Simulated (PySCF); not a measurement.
All of these have the formula C7H8NP. Computed with TDDFT B3LYP/def2-SVPD, vertical, gas phase, core orbitals frozen in the response in PySCF. Geometries: GFN2-xTB; one conformer of each isolated species. Triplets are in the Tamm–Dancoff approximation.

**Question.** Rank by computed S1–T1 gap, lowest first.
A. `C#CCn1cpcc1C`
B. `c1cpc(C2CC2)cn1`
C. `C/C=P\c1ncccc1`
D. `N=P12C=CC(C=C1)C=C2`

**Answer.** D (0.35 eV), B (0.64 eV), C (1.19 eV), A (1.54 eV).

```json
{"SMILES": "N=P12C=CC(C=C1)C=C2", "S1−T1 (eV)": "0.35", "S1 (eV)": "3.90", "T1 (eV)": "3.55", "S1 mainly": "H→L (99%)", "T1 mainly": "H-1→L (86%)", "f(S1)": "0.001"}
{"SMILES": "c1cpc(C2CC2)cn1", "S1−T1 (eV)": "0.64", "S1 (eV)": "3.78", "T1 (eV)": "3.14", "S1 mainly": "H-1→L (99%)", "T1 mainly": "H→L (83%)", "f(S1)": "0.007"}
{"SMILES": "C/C=P\\c1ccccn1", "S1−T1 (eV)": "1.19", "S1 (eV)": "3.90", "T1 (eV)": "2.70", "S1 mainly": "H-1→L (95%)", "T1 mainly": "H→L (85%)", "f(S1)": "0.005"}
{"SMILES": "C#CCn1cpcc1C", "S1−T1 (eV)": "1.54", "S1 (eV)": "5.05", "T1 (eV)": "3.51", "S1 mainly": "H→L (71%)", "T1 mainly": "H→L (88%)", "f(S1)": "0.049"}
```

H and L stand for HOMO and LUMO. For `N=P12C=CC(C=C1)C=C2`, `c1cpc(C2CC2)cn1` and `C/C=P\c1ccccn1` the leading configurations of S1 and T1 differ. Singlets come from full response and triplets from the Tamm–Dancoff approximation.
